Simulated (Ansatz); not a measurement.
Coupled-cluster diagnostics for the cluster CdCl2⁻, Ansatz.

Geometry of the doublet (r2SCAN-D4/def2-TZVPD):

| atom | x (Å) | y (Å) | z (Å) |
| --- | --- | --- | --- |
| Cd1 | 0.0105 | -1.6907 | -0.8466 |
| Cl2 | -0.6569 | 1.3576 | -0.6081 |
| Cl3 | 0.6463 | 0.3331 | 1.4547 |

In the def2 sets Cd takes a core potential; there is no spin–orbit coupling. Correlated methods freeze 10 core orbitals; core or outer-core shells of Cd are correlated, in sets that lack core-valence functions. In the doublet, Cl2 and Cl3 lie 2.65 Å apart (atoms count from 1), so these atoms are partly bonded to each other. Another isomer (doublet) lies 1.87 eV lower at PBE0-D4/def2-TZVPD; other spin states weren't run for this one.

Task: Estimate the CCSD(T) correlation energy, the shares of MP2 and (T), T1 and the reference's ⟨S²⟩ for: charge -1, doublet, own geometry in def2-TZVPD; and the rough time on 4 threads of Arm Neoverse V1 on a shared host.

Result: 
```
                           state       basis  correlation (eV)  MP2 share (%)  (T) share (%)     T1  ⟨S²⟩ (pure)  wall time
charge -1, doublet, own geometry  def2-TZVPD           -25.219           95.6            3.1  0.015  0.77 (0.75)       27 s
```
Customary marks for T1 are 0.02 (closed shells), 0.045 (open shells) and about 0.05 (3d metals). T1 stays under 0.02 throughout.
